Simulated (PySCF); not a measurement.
**Name the molecule from its bond curve**

A diatomic of charge 0 contains Cu. Its triplet curve at PBE0 in a double-zeta basis (scalar-relativistic core potentials, PySCF), in eV from the separated fragments:

(R (Å), E (eV)): (1.525, -1.197), (1.596, -1.623), (1.667, -1.847), (1.720, -1.923), (1.773, -1.940), (1.826, -1.915), (1.897, -1.835), (1.986, -1.688), (2.092, -1.479), (2.234, -1.193)

The fit gives ωe = 610 cm⁻¹ and the rotational constant Bₑ = 0.4721 cm⁻¹.

Which atom is the partner?

The minimum lies at 1.766 Å, so the reduced mass is 16.8576 u Å² cm⁻¹/(Bₑ·Re²) = 11.45 u. With Cu at 62.93 u the partner weighs about 14.0 u: N. The molecule is CuN.

With d or f electrons several states lie close, and the lowest PBE0 determinant need not be the measured ground state.
